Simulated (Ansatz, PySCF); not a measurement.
C2H8F2Si2, SMILES CC([SiH2]F)[SiH2]F. Atoms are numbered in the order given.

```xyz
14

C      0.1055    -1.5706     1.4474
C      0.2151    -0.8678     0.0742
Si    -1.4434    -0.2602    -0.5633
F     -1.8039     1.1243     0.2295
Si     1.4779     0.5242     0.1390
F      1.2745     1.4633    -1.1834
H     -0.3024    -0.8899     2.2120
H      1.0850    -1.9236     1.8119
H     -0.5586    -2.4481     1.4015
H      0.5830    -1.5837    -0.6864
H     -2.5156    -1.2431    -0.2430
H     -1.4093     0.0286    -2.0188
H      1.2835     1.3632     1.3491
H      2.8657    -0.0136     0.0996
```

Coordinates come from a B3LYP-D3(BJ)/def2-SVP optimisation. This is a generated structure with no PubChem entry under its InChIKey; it may be hypothetical. Other conformers were not sampled.

Two levels are set side by side: PBE-D3(BJ)/def2-SVP (Ansatz, an electronic-structure program) and B3LYP-D3(BJ)/def2-SVP (Ansatz). Each level has its own optimised geometry; the coordinates shown are those of the second. Frequencies come from the Hessian of PySCF at each geometry. Differences are taken from unrounded values.

```
quantity                            B3LYP-D3(BJ)
----------------------------------  ------------
mean bond length (Å)                       1.457
bond C1–C2 (Å)                             1.546
bond C2–Si3 (Å)                            1.878
bond C2–Si5 (Å)                            1.881
bond Si3–F4 (Å)                            1.636
bond Si5–F6 (Å)                            1.635
bond C1–H7 (Å)                             1.102
bond C1–H8 (Å)                             1.103
bond C1–H9 (Å)                             1.102
bond C2–H10 (Å)                            1.107
bond Si3–H11 (Å)                           1.489
bond Si3–H12 (Å)                           1.484
bond Si5–H13 (Å)                           1.485
bond Si5–H14 (Å)                           1.489
highest harmonic wavenumber (cm⁻¹)          3108
mean harmonic wavenumber (cm⁻¹)             1169
zero-point energy (kcal/mol)               60.15
```

Problem. What does PBE-D3(BJ) give, and how far is it from B3LYP-D3(BJ)? (Estimate from the structure and the level; the computed values follow.)

Solution. 
| quantity | PBE-D3(BJ) | PBE-D3(BJ) minus B3LYP-D3(BJ) |
|---|---|---|
| mean bond length (Å) | 1.466 | 0.010 |
| bond C1–C2 (Å) | 1.546 | -0.001 |
| bond C2–Si3 (Å) | 1.885 | 0.007 |
| bond C2–Si5 (Å) | 1.888 | 0.007 |
| bond Si3–F4 (Å) | 1.647 | 0.011 |
| bond Si5–F6 (Å) | 1.646 | 0.011 |
| bond C1–H7 (Å) | 1.110 | 0.008 |
| bond C1–H8 (Å) | 1.111 | 0.008 |
| bond C1–H9 (Å) | 1.109 | 0.008 |
| bond C2–H10 (Å) | 1.115 | 0.008 |
| bond Si3–H11 (Å) | 1.504 | 0.015 |
| bond Si3–H12 (Å) | 1.499 | 0.014 |
| bond Si5–H13 (Å) | 1.500 | 0.014 |
| bond Si5–H14 (Å) | 1.503 | 0.014 |
| highest harmonic wavenumber (cm⁻¹) | 3054 | -54 |
| mean harmonic wavenumber (cm⁻¹) | 1134 | -34 |
| zero-point energy (kcal/mol) | 58.37 | -1.77 |

GGA bonds tend to be longer and softer than those of functionals with exact exchange. Differences between two approximate levels are no errors against the true value.
